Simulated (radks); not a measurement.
Results of a calculation; reference values are marked as such.
Question: Ionisation of K+, [Ar], to K2+, [Ne] 3s2 3p5, under several functionals. Non-relativistic Kohn-Sham, spin-unpolarised, spherical densities, point nucleus; a radial shooting solver on a logarithmic mesh with Libxc functionals. Known Delta-SCF values: LDA (Slater exchange, VWN5 correlation) 32.025 eV; BLYP 31.795 eV; Wu-Cohen GGA 31.924 eV. What does exchange-only LDA give, and what is its highest occupied eigenvalue?

Answer: 30.472 eV by Delta-SCF; the 3p eigenvalue is -23.480 eV. NIST: 31.625 eV (measured).

Beside tabulated values, note that spin-unpolarised runs miss the spin-polarisation part of the exchange energy of open shells.
